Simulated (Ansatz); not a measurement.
CH6InNO can be A, `[CH3][In]([NH2])[OH]`, or B, `NC[O][InH2]`.

Isolated molecules relaxed with PBE0-D4/def2-TZVP in Ansatz; ΔE leaves out vibrations. CCSD(T)/CBS adds triple-zeta CCSD(T) − MP2 to the extrapolated MP2 energy (def2 sets, frozen cores). DFT in def2-TZVPP. B3LYP here is the variant with VWN-RPA as its local correlation; programs differ in this. Elements past krypton have def2 core potentials. For In outer-core shells are correlated without core-valence functions, which leaves a few kJ/mol of doubt a bond. One conformer a species, not always the lowest.

A:

Z-matrix (Å, degrees):
```
C
In 1 2.128
H 1 1.089 2 109.1
H 1 1.090 2 110.3 3 120.5
H 1 1.090 2 109.9 3 -119.6
N 2 2.021 1 130.5 3 -161.1
O 2 1.997 1 117.3 3 12.9
H 6 1.009 2 118.6 1 -162.7
H 6 1.009 2 119.4 1 -24.9
H 7 0.959 2 113.5 1 -176.6
```

B:

Z-matrix (Å, degrees):
```
C
O 1 1.406
N 1 1.433 2 113.9
H 1 1.100 2 111.6 3 -122.1
H 1 1.098 2 108.5 3 119.6
In 2 1.990 1 124.2 3 127.5
H 3 1.013 1 109.9 2 56.9
H 3 1.013 1 110.5 2 -61.2
H 6 1.703 2 111.8 1 177.5
H 6 1.713 2 112.6 1 -3.2
```

(1) Which is lower in electronic energy at CCSD(T)/CBS, and by how much? (Estimate.)

(2) Give E(B) − E(A) in kcal/mol with CCSD(T)/def2-TZVPP, B3LYP, CCSD/def2-TZVPP, ωB97M-V, B3LYP-D4, PBE-D4, r2SCAN-D4. (Best estimate.)

Largest T1 diagnostic: 0.016.

Answers

(1) The calculation gave: A, by 35.0 kcal/mol.

(2) Ansatz gave: CCSD(T)/def2-TZVPP 32.3, B3LYP 29.9, CCSD/def2-TZVPP 31.8, ωB97M-V 30.3, B3LYP-D4 29.4, PBE-D4 29.0, r2SCAN-D4 30.0. None reverses the order clearly.

In def2-TZVPP, CCSD(T) changes the Hartree–Fock value by +5.3 kcal/mol (the triples alone add +0.4 kcal/mol) and MP2 by +9.6 kcal/mol.
